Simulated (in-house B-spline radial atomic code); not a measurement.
# Ionising N³⁺ with different functionals

Computed with an all-electron radial atomic-structure program (B-spline basis): non-relativistic Hamiltonian, point nucleus, spin-polarised at highest spin, spherical fractional occupations for the functionals, and exact exchange of hybrids averaged over the configuration. The ionisation energy is the difference of two self-consistent energies, [He] 2s2 → [He] 2s1, without Breit or QED terms; ε is the level of the shell that loses the electron (its least bound occupied spin orbital).

```tsv
method	rung	ΔSCF (eV)	-ε(2s) (eV)
PBE0	global hybrid	76.36	70.14
B3LYP	global hybrid	?	?
TPSSh	global hybrid	76.44	69.23
M06-2X	global hybrid	76.72	72.25
BHandHLYP	global hybrid	76.31	72.12
r2SCAN0	global hybrid	75.91	70.37
B97-1	global hybrid	76.57	69.82
HSE06	range-separated hybrid	76.36	69.72
wB97X	range-separated hybrid	75.59	72.79
CAM-B3LYP	range-separated hybrid	76.49	71.73
LC-wPBE	range-separated hybrid	?	?
```

What does LC-wPBE give?

ΔSCF 76.56 eV, and -ε(2s) = 73.38 eV.

What does B3LYP give?

ΔSCF 76.55 eV, and -ε(2s) = 69.82 eV.

Among the functionals, which spreads more, the ΔSCF values or the orbital energies?

The orbital energies: ΔSCF values span about 1.13 eV and the orbital energies 4.15 eV.

How do they compare with the NIST value?

NIST lists 77.474 eV (measured, ground level to ground level). Errors run from -1.88 to -0.75 eV; M06-2X is closest (-0.75 eV), but part of that can be cancellation, since the calculations leave out relativity, Breit-QED terms, the near-degeneracy of s² and p².
